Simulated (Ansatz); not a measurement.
C$_{2}$H$_{2}$FNTe (`FC1N=C1[TeH]`), 7 atoms. Charge 0, multiplicity 1. Correlated methods include outer-core shells of Te, which these sets cover unevenly. Te takes the def2 core potential. All runs use 4 threads of a server CPU on a shared host. Correlated methods freeze the cores.

(1) How many basis functions does each run have, and how long does it take in Ansatz? RKS PBE0-D4/def2-TZVP frequencies; RKS ωB97M-V/def2-SVP energy; RHF-CCSD(T)/def2-TZVPP energy; RKS PBE-QIDH (frozen core)/def2-TZVPP energy; RKS PBE0-D4/def2-QZVPP energy; RKS PBE0-D4/def2-TZVP relaxation (7 steps); RKS LC-ωPBE/def2-TZVPP energy; direct RPA on PBE orbitals/def2-TZVPP energy; RKS ωB97M-V/def2-QZVPP energy; RKS B97M-V/def2-TZVPP energy; RHF-MP2/def2-QZVPP energy; RKS PBE0-D4/def2-SVP energy. (Estimate.)

Answers

(1) Computed: Other jobs shared the machine, so times are rough.

```
                                level                   job  functions  wall time  peak host memory (GiB)
                 RKS PBE0-D4/def2-SVP                energy         92      1.1 s                    0.18
               RKS LC-ωPBE/def2-TZVPP                energy        202      2.1 s                    0.31
                 RKS ωB97M-V/def2-SVP                energy         92      4.3 s                    0.28
RKS PBE-QIDH (frozen core)/def2-TZVPP                energy        202      4.7 s                    0.51
               RKS PBE0-D4/def2-QZVPP                energy        370      5.5 s                     1.1
direct RPA on PBE orbitals/def2-TZVPP                energy        202      6.5 s                    0.48
                RKS B97M-V/def2-TZVPP                energy        202        7 s                    0.31
               RKS ωB97M-V/def2-QZVPP                energy        370       13 s                     1.3
                   RHF-MP2/def2-QZVPP                energy        370       14 s                     1.7
                RKS PBE0-D4/def2-TZVP  relaxation (7 steps)        186       24 s                    0.44
                RKS PBE0-D4/def2-TZVP           frequencies        186       85 s                    0.47
               RHF-CCSD(T)/def2-TZVPP                energy        202    2.1 min                     3.1
```

LC-ωPBE has ω = 0.4 bohr⁻¹.
